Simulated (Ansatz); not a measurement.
Correlation energies of FH$_{3}$Se$_{3}$Zr (`[F][Zr]([SeH])([SeH])[SeH]`) by basis set

```xyz
8

F    -2.180    0.231   -0.599
Zr   -0.328    0.183   -0.240
Se    0.251   -1.579    1.528
Se    1.021   -0.241   -2.372
Se    0.545    2.379    0.725
H    -0.674   -2.499    0.837
H     2.010   -0.873   -1.479
H    -0.644    2.398    1.599
```

Charge 0, multiplicity 1. Correlated methods include outer-core shells of Se, Zr, which these sets cover unevenly. Scalar relativity is left out up to krypton. Zr takes the def2 core potential. The structure was optimised at the PBE0-D4/def2-TZVP level. It is one conformer, not always the lowest. Frozen core, restricted reference, the Gaussian-basis code of Ansatz.

```tsv
basis	HF (Eh)	MP2 corr.	CCSD corr.	(T)	CCSD(T) total
def2-SVP	-7346.49620	-1.15510	-1.16045	-0.03849	-7347.69514
def2-TZVPP	-7347.53153	-1.43220	-1.43896	-0.06185	-7349.03234
def2-QZVPP	-7347.68220	-2.41721	–	–	–
```
